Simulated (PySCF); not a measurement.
Al(OH) (AlHO), SMILES [OH][Al] (connectivity only; charge and spin as stated), neutral, multiplicity 1. Atoms are numbered in the order given.

```xyz
3

Al     0.0000     0.0000     0.7315
O      0.0000     0.0000    -0.9507
H      0.0000     0.0000    -1.9043
```
Charge 0, spin multiplicity 1.

Geometry optimised at B3LYP-D3(BJ)/def2-TZVPD.

The numbers are results of PBE/def2-TZVPD (PySCF), not measurements.

ESP charges are fitted to the potential on shells at 1.4 to 2.0 van der Waals radii. Atomic charges (e):

| atom | meta-Löwdin | ESP fit |
|---|---|---|
| Al1 | 0.39 | [?] |
| O2 | -0.74 | [?] |
| H3 | 0.34 | [?] |

Task: Some entries are withheld; supply them. (Estimate from the structure and the level; the computed values follow.)

Result: 
- Al1, ESP fit: 0.09
- O2, ESP fit: -0.37
- H3, ESP fit: 0.28
